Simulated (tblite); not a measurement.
A tight-binding relaxation on `C=C(C)C1(B(F)F)C[Se]C1`.

Computed with GFN2-xTB geometry optimisation, gas phase (tblite 0.8.0). Start geometry: from a force field or distance geometry. The command runs a driver script over a list of jobs; the input below is this job's line of settings and its coordinates in Å.

Command:
```bash
OMP_NUM_THREADS=1 python probes_run.py task.json out
```

Input:
```
{"job": {"kind": "relax", "xc": "GFN2-xTB", "basis": "xTB"}, "charge": 0, "multiplicity": 1}
C      1.154400    -0.265400     1.660100
C      0.796800    -0.266100     0.350400
C      1.887500    -0.593200    -0.647200
C     -0.577600     0.225600    -0.101100
B     -0.544600     1.814800    -0.282700
F     -0.634700     2.665000     0.873700
F      0.068300     2.362700    -1.485900
C     -1.105500    -0.495900    -1.343300
Se    -2.792100    -1.079600    -0.571300
C     -1.745900    -0.225500     0.822100
H      0.448400     0.057600     2.428400
H      2.139800    -0.559400     1.975900
H      1.558700    -0.326200    -1.671500
H      2.123500    -1.673300    -0.612100
H      2.793200     0.004300    -0.426500
H     -0.533300    -1.404000    -1.613700
H     -1.280400     0.160200    -2.224800
H     -1.460100    -1.003100     1.563000
H     -2.306200     0.610700     1.299100
```

Output:
```
step      E/eV     max force
  0    -852.40594    3.657
  1    -852.92395    2.405
  2    -853.07424    3.236
  3    -853.19358    1.170
  4    -853.23858    0.460
  5    -853.26517    0.311
  6    -853.27112    0.155
  7    -853.27885    0.179
  8    -853.28371    0.213
  9    -853.28863    0.190
... (75 lines left out)
 85    -853.37228    0.014
 86    -853.37232    0.020
 87    -853.37237    0.019
 88    -853.37243    0.016
 89    -853.37248    0.013
 90    -853.37251    0.013
 91    -853.37255    0.013
 92    -853.37258    0.013
 93    -853.37262    0.010
 94    -853.37264    0.007
```

«max force» is the largest atomic force in eV/Å.

**Question.** From which step on does the largest force stay under 0.1 eV/Å, and how much energy is left to gain from there?

**Answer.** From step 34 (0.090 eV/Å), 23.0 meV above the end.

In short: energy lowered by 22.3 kcal/mol over 94 steps; largest atomic force 0.007 eV/Å at the end.

**Question.** Give the final coordinates.

**Answer.** 0.335 Å rms from the input after alignment:
```
atom  x, y, z in Å
C1     1.1494   -0.1945    1.6818
C2     0.8384   -0.1854    0.3940
C3     1.8421   -0.4741   -0.6810
C4    -0.5624    0.1693   -0.0808
B5    -0.5006    1.7419   -0.3282
F6    -0.8386    2.6237    0.5864
F7    -0.0196    2.2647   -1.4372
C8    -1.0474   -0.6145   -1.3151
Se9   -2.8992   -0.7148   -0.6247
C10   -1.6988   -0.2376    0.8739
H11    0.4328    0.0345    2.4508
H12    2.1446   -0.4329    2.0150
H13    1.7940    0.2844   -1.4598
H14    1.6451   -1.4402   -1.1438
H15    2.8466   -0.4948   -0.2673
H16   -0.6366   -1.6220   -1.3684
H17   -0.9504   -0.1118   -2.2751
H18   -1.4614   -1.1317    1.4506
H19   -2.0880    0.5450    1.5213
```

Time: 1.3 s of wall time. Hardware: Arm Neoverse N1, one thread, shared host with 64 logical CPUs at a one-minute load of 60.
Labels such as C1 count atoms from 1, the log's own numbers from 0.
